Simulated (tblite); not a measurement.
Start geometry of `CC[Si]([SiH3])([SiH3])[SiH3]` from a force field or distance geometry (Å):
```
atom  x, y, z in Å
C1    -2.2421   -1.1999    0.0619
C2    -1.6068    0.1779   -0.1088
Si3    0.2612    0.2484   -0.0221
Si4    0.9712    2.4042   -0.3009
Si5    1.2420   -0.9706   -1.6555
Si6    1.0726   -0.4626    1.9625
H7    -2.0101   -1.6432    1.0285
H8    -3.3340   -1.0999    0.0045
H9    -1.9258   -1.8945   -0.7201
H10   -2.0181    0.8319    0.6790
H11   -1.9379    0.5893   -1.0589
H12    0.5130    2.9189   -1.6028
H13    2.4485    2.4614   -0.2235
H14    0.4121    3.2545    0.7773
H15    0.8646   -2.3903   -1.5230
H16    0.7890   -0.4916   -2.9827
H17    2.7215   -0.8467   -1.5805
H18    0.5137    0.3493    3.0703
H19    0.6978   -1.8766    2.1968
H20    2.5626   -0.3492    1.9949
```

Q: What comes out of this run: tblite, GFN2-xTB geometry optimisation, gas phase?

A: 
```
atom  x, y, z in Å
C1    -2.1272   -1.1786    0.0667
C2    -1.5557    0.2218   -0.1027
Si3    0.3724    0.2777   -0.0219
Si4    0.9314    2.5321   -0.3116
Si5    1.1714   -1.0715   -1.7626
Si6    0.9939   -0.5329    2.0863
H7    -1.8411   -1.5967    1.0302
H8    -3.2154   -1.1669    0.0147
H9    -1.7601   -1.8411   -0.7152
H10   -1.9733    0.8699    0.6708
H11   -1.8950    0.6294   -1.0576
H12    0.4879    3.0921   -1.5920
H13    2.3852    2.7079   -0.2680
H14    0.3797    3.4156    0.7203
H15    0.8120   -2.4883   -1.6375
H16    0.7030   -0.6590   -3.0896
H17    2.6355   -1.0278   -1.8062
H18    0.4120    0.2208    3.2014
H19    0.6300   -1.9341    2.3221
H20    2.4482   -0.4599    2.2493
```

The energy falls by 30.0 kJ/mol over 54 L-BFGS steps, the largest force on an atom goes from 1.16 to 0.008 eV/Å, and the atoms move by 0.179 Å rms after alignment. The bond that changes most is Si3–Si6 (four-coordinate silicon to SiH3 silicon), which lengthens by 0.084 Å. Bonds longer at the end by more than 0.005 Å: 5 of 19; shorter: 11. Among the angles that change most is Si4–Si3–Si5, from 106.6° to 112.4°. Among the dihedrals that turn most is Si6–Si3–Si5–H15, from 64° to 54°. Rotational constants go from 1224, 1052, 973.5 to 1156, 1034, 901.4 MHz. The orientation of the end geometry is arbitrary; only internal coordinates are fixed.

The run took 0.89 s of wall time on an Arm Neoverse N1 with one thread, shared host.

Its GFN2-xTB frequencies are all real (lowest 18 cm⁻¹).

The numbers are calculated, not measured.
